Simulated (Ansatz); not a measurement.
Geometry optimisation, RHF/def2-SVP in Ansatz 0.2.0.

input.yaml

```yaml
crystal:
  periodic: [false, false, false]
  atoms:
    - { symbol: W, position_ang: [0.211654, 0.220062, -0.360695] }
    - { symbol: F, position_ang: [0.36504, 0.384862, 2.679163] }
    - { symbol: H, position_ang: [1.257265, -0.780416, 0.439125] }
    - { symbol: H, position_ang: [-0.804722, 1.248783, 0.439953] }
    - { symbol: H, position_ang: [-1.421164, -0.197242, -0.314381] }
    - { symbol: H, position_ang: [-0.181207, -1.418476, -0.301898] }
    - { symbol: H, position_ang: [0.386458, 0.401695, -2.042903] }
    - { symbol: Cl, position_ang: [1.830764, 1.863759, 0.272312] }
    - { symbol: H, position_ang: [0.997911, 1.029272, 2.557124] }
basis:
  gaussian: { orbitals: def2-SVP }
hamiltonian:
  xc: hf
relax:
  f_tol: 0.03
  max_steps: 50
```

Launched with:

```bash
$ ansatz run input.yaml --threads 1 --pin off --max-ram 2048MiB --backend cpu --events-out ev --progress --plain --runs-dir out
```

Task: Where does it end, and by what steps?

Result: It converged. After 27 steps the energy has fallen by 0.757 eV; H3 moved furthest, 0.88 Å. Joined: W1–F2 (3.05 → 2.50 Å).

```json
{"step": "0", "energy less start (eV)": "0.0000", "largest force component (eV/Å)": "0.180", "accepted": "yes"}
{"step": "1", "energy less start (eV)": "0.0662", "largest force component (eV/Å)": "1.800", "accepted": "no"}
{"step": "2", "energy less start (eV)": "-0.0031", "largest force component (eV/Å)": "0.512", "accepted": "yes"}
{"step": "3", "energy less start (eV)": "-0.0065", "largest force component (eV/Å)": "0.435", "accepted": "yes"}
{"step": "4", "energy less start (eV)": "-0.0105", "largest force component (eV/Å)": "0.254", "accepted": "yes"}
{"step": "5", "energy less start (eV)": "-0.0142", "largest force component (eV/Å)": "0.043", "accepted": "yes"}
{"step": "6", "energy less start (eV)": "-0.0175", "largest force component (eV/Å)": "0.031", "accepted": "yes"}
{"step": "7", "energy less start (eV)": "-0.0186", "largest force component (eV/Å)": "0.036", "accepted": "yes"}
{"step": "8", "energy less start (eV)": "-0.0130", "largest force component (eV/Å)": "0.752", "accepted": "no"}
{"step": "9", "energy less start (eV)": "-0.0225", "largest force component (eV/Å)": "0.192", "accepted": "yes"}
{"step": "10", "energy less start (eV)": "-0.0357", "largest force component (eV/Å)": "0.551", "accepted": "yes"}
{"step": "11", "energy less start (eV)": "-0.1093", "largest force component (eV/Å)": "1.126", "accepted": "yes"}
{"step": "12", "energy less start (eV)": "-0.2586", "largest force component (eV/Å)": "1.061", "accepted": "yes"}
{"step": "13", "energy less start (eV)": "-0.4247", "largest force component (eV/Å)": "0.392", "accepted": "yes"}
{"step": "14", "energy less start (eV)": "-0.4947", "largest force component (eV/Å)": "0.510", "accepted": "yes"}
{"step": "15", "energy less start (eV)": "-0.5509", "largest force component (eV/Å)": "0.494", "accepted": "yes"}
{"step": "16", "energy less start (eV)": "-0.5744", "largest force component (eV/Å)": "0.687", "accepted": "yes"}
{"step": "17", "energy less start (eV)": "-0.5831", "largest force component (eV/Å)": "1.111", "accepted": "yes"}
{"step": "18", "energy less start (eV)": "-0.5954", "largest force component (eV/Å)": "1.538", "accepted": "yes"}
{"step": "19", "energy less start (eV)": "-0.6390", "largest force component (eV/Å)": "0.523", "accepted": "yes"}
{"step": "20", "energy less start (eV)": "-0.6869", "largest force component (eV/Å)": "0.587", "accepted": "yes"}
{"step": "21", "energy less start (eV)": "-0.7227", "largest force component (eV/Å)": "0.648", "accepted": "yes"}
{"step": "22", "energy less start (eV)": "-0.7233", "largest force component (eV/Å)": "1.172", "accepted": "yes"}
{"step": "23", "energy less start (eV)": "-0.7451", "largest force component (eV/Å)": "0.549", "accepted": "yes"}
{"step": "24", "energy less start (eV)": "-0.7221", "largest force component (eV/Å)": "0.184", "accepted": "no"}
{"step": "25", "energy less start (eV)": "-0.7544", "largest force component (eV/Å)": "0.200", "accepted": "yes"}
{"step": "26", "energy less start (eV)": "-0.7557", "largest force component (eV/Å)": "0.083", "accepted": "yes"}
{"step": "27", "energy less start (eV)": "-0.7568", "largest force component (eV/Å)": "0.010", "accepted": "yes"}
```

```xyz
9
Properties=species:S:1:pos:R:3
W 0.160 0.168 0.102
F 0.611 0.656 2.516
H 0.640 -1.318 0.751
H -1.334 0.669 0.718
H -1.107 0.139 -0.957
H 0.139 -1.116 -0.936
H 0.436 0.416 -1.502
Cl 1.840 1.840 0.182
H 1.258 1.300 2.494
```

The run took 64 s on 1 thread of Arm Neoverse V1, with other jobs on the host, peak memory 0.17 GiB.
